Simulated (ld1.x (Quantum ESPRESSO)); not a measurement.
Results of a calculation; reference values are marked as such.
**Potentials for phosphorus (P) compared**

Generated with ld1.x 7.5 (TM, RRKJ, ultrasoft, PAW), atompaw 4.2 or ONCVPSP 4.0.1. The cutoff is in Ry: for ld1.x and atompaw files where the sum of valence levels is converged to 10 mRy in a Bessel basis, for ONCV files where the hardest occupied wave has 1 mHa per electron of residual kinetic energy. The error is the largest all-electron minus pseudo excitation energy over each file’s own four to seven test configurations (ionisations up to +4, promotions, holes and added fractions of an electron), all of which were solved. The labels leave out finer settings (local radius, basis sizes, second energies), which also bear on the numbers. Spin-polarised tests are not counted. The rows are a selection from randomly drawn settings: files with unsolved tests, undetermined cutoffs or missed reference levels are left out.

| potential | cutoff (Ry) | largest error (meV) | bound ghosts |
| --- | --- | --- | --- |
| TM, PBEsol, fully relativistic, rc 1.60/1.32 (sp), local smoothed, core correction yes, reference 3s2 3p3 | 55 | +172 | none |
| ultrasoft, PBE, scalar-relativistic, rc 1.55/2.15 (sp), local smoothed, core correction yes, reference 3s2 3p3 | 15 | +137 | none |
| RRKJ, PBE, fully relativistic, rc 1.05/1.45/1.50 (spd), local s, core correction yes, reference 3s2 3p2.5 | 80 | +224 | none |
| ultrasoft, BLYP, scalar-relativistic, rc 1.65/1.70/1.75 (spd), local smoothed, core correction no, reference 3s2 3p3 | 12 | +422 | none |
| TM, PBE, scalar-relativistic, rc 1.45/1.64/1.40 (spd), local s, core correction yes, reference 3s2 3p3 | 21 | +75 | none |

Task: Fill in the row for P: TM, revPBE, non-relativistic, rc 1.30/1.45/1.40 (spd), local d, core correction yes, reference 3s2 3p3.

Result: cutoff 40 Ry, largest error +317 meV, bound ghosts: none.

Task: Fill in the row for P: TM, revPBE, non-relativistic, rc 1.75/1.95/1.90 (spd), local d, core correction no, reference 3s1.75 3p3.25.

Result: cutoff 18 Ry, largest error +25 meV, bound ghosts: none.
